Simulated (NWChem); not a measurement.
System: C2H2Br2; SMILES C(/Br)=C/Br

Here is an NWChem input.

```
start job
memory heap 200 mb stack 900 mb global 1100 mb
geometry units angstroms noautosym nocenter noautoz
  Br    -1.785379     0.000000     0.263603
  C     -0.664852     0.000000    -1.261570
  C      0.664852     0.000000    -1.261570
  Br     1.785379     0.000000     0.263603
  H     -1.215252     0.000000    -2.195718
  H      1.215252     0.000000    -2.195718
end
basis spherical
  * library sto-3g
end
dft
  xc hfexch
  iterations 150
end
property
  shielding 3 1 2 5
end
task dft property
```

STO-3G and 3-21G are far too small for this property and stand as cheap habits. Geometry: optimised at B3LYP/6-31G* (spherical d).

GIAO values for the isolated, static molecule; σ is the absolute isotropic shielding, δ = σ(reference) − σ with the isolated reference molecule computed at the same levels (13C: tetramethylsilane, 1H: tetramethylsilane). Spin-orbit effects, on the heavy nuclei and on their neighbours, are missing.

Atoms are numbered as in the input.

Predict the main results of this run. (Hartree-Fock/STO-3G, GIAO.) Quantities: σ Br1 (ppm); δ C2 (ppm); δ H5 (ppm).


```json
{
  "σ Br1 (ppm)": "2765.5",
  "δ C2 (ppm)": "127.2",
  "δ H5 (ppm)": "6.34"
}
```
